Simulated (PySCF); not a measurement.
An equivalent PySCF input for Mg (magnesium, neutral), [Ne] 3s2, closed-shell 1S, with the spin-free X2C one-electron Hamiltonian (Gaussian nucleus):

```python
from pyscf import gto, scf, dft, mp, cc
import basis_set_exchange as bse
mol = gto.M(atom="Mg 0 0 0", charge=0, spin=0, symmetry="D2h",
            basis=gto.basis.parse(bse.get_basis("cc-pVTZ-DK", elements=["Mg"], fmt="nwchem", header=False)),
            nucmod="G")
mf = dft.UKS(mol, xc="R2SCAN").sfx2c1e()
mf.irrep_nelec = {'Ag': (3, 3), 'B1u': (1, 1), 'B2u': (1, 1), 'B3u': (1, 1)}
mf.kernel()
```

It reaches the same state as the run whose output follows, with an energy that differs only through the grid. The run itself started from symmetry-adapted Hartree-Fock orbitals and held the occupation by maximum overlap, on a logarithmic radial grid, so the iterations belong to that start.

```
SCF conv_tol = 1e-09
number electrons alpha = 6  beta = 6
XC functionals = R2SCAN
    J. W. Furness, A. D. Kaplan, J. Ning, J. P. Perdew, and J. Sun.,  J. Phys. Chem. Lett. 11, 8208-8215 (2020)
    J. W. Furness, A. D. Kaplan, J. Ning, J. P. Perdew, and J. Sun.,  J. Phys. Chem. Lett. 11, 9248-9248 (2020)
    J. W. Furness, A. D. Kaplan, J. Ning, J. P. Perdew, and J. Sun.,  J. Phys. Chem. Lett. 11, 8208-8215 (2020)
    J. W. Furness, A. D. Kaplan, J. Ning, J. P. Perdew, and J. Sun.,  J. Phys. Chem. Lett. 11, 9248-9248 (2020)
cycle= 1 E= -200.348481378814  delta_E= -0.0016  |g|= 0.0153  |ddm|= 0.339
cycle= 2 E= -200.348543483271  delta_E= -6.21e-05  |g|= 0.00552  |ddm|= 0.106
cycle= 3 E= -200.348554094646  delta_E= -1.06e-05  |g|= 9.8e-05  |ddm|= 0.0292
cycle= 4 E= -200.348554099034  delta_E= -4.39e-09  |g|= 1.68e-06  |ddm|= 0.000482
cycle= 5 E= -200.348554099037  delta_E= -2.16e-12  |g|= 5.72e-08  |ddm|= 3.13e-05
converged SCF energy = -200.348554099037  <S^2> = -1.0658141e-14  2S+1 = 1
```
